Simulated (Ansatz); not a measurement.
Compare A (`CO[Si](C)(N)Cl`) with its isomer B (`CC[Si](N)(O)Cl`).

Program: Ansatz. Geometries: PBE0-D4/def2-TZVP. ΔE: electronic, gas phase. CBS: MP2 limit from def2 TZ/QZ plus the TZ coupled-cluster correction, frozen cores. DFT in def2-TZVPP. B3LYP here is the variant with VWN-RPA as its local correlation; programs differ in this. One conformer a species, not always the lowest.

A:

```xyz
14

C     0.691    2.111   -0.233
O     0.737    0.741   -0.565
Si   -0.368   -0.358   -0.084
C     0.185   -1.961   -0.815
N    -0.594   -0.335    1.603
Cl   -2.232    0.150   -0.827
H     1.662    2.551   -0.465
H     0.478    2.258    0.830
H    -0.078    2.625   -0.819
H     0.313   -1.868   -1.895
H     1.144   -2.261   -0.384
H    -0.544   -2.747   -0.614
H    -1.508   -0.278    2.015
H     0.114   -0.628    2.254
```

B:

```xyz
14

C     1.919    0.443   -0.285
C     0.462    0.549   -0.725
Si   -0.746   -0.299    0.400
N    -2.319   -0.141   -0.210
O    -0.483   -1.905    0.587
Cl   -0.485    0.524    2.303
H     2.071    0.896    0.697
H     2.237   -0.601   -0.221
H     2.584    0.945   -0.991
H     0.326    0.108   -1.718
H     0.166    1.601   -0.814
H    -2.646    0.735   -0.581
H    -3.071   -0.687    0.177
H    -0.015   -2.169    1.381
```

Which isomer does CCSD(T)/CBS put lower? Give the gap. (An estimate is asked.)

Computed: B, by 44.9 kJ/mol.

Give E(B) − E(A) in kJ/mol with PBE0-D4, MP2/def2-TZVPP, HF/def2-TZVPP, CCSD(T)/def2-TZVPP, PBE-D4, r2SCAN-D4, B3LYP. (Estimate.)

Computed: PBE0-D4 -44.0, MP2/def2-TZVPP -47.3, HF/def2-TZVPP -32.5, CCSD(T)/def2-TZVPP -42.9, PBE-D4 -43.0, r2SCAN-D4 -41.8, B3LYP -36.6. None reverses the order clearly.

Largest T1 diagnostic: 0.010.

In def2-TZVPP, CCSD(T) changes the Hartree–Fock value by −10.4 kJ/mol (the triples alone add −0.8 kJ/mol) and MP2 by −14.8 kJ/mol.
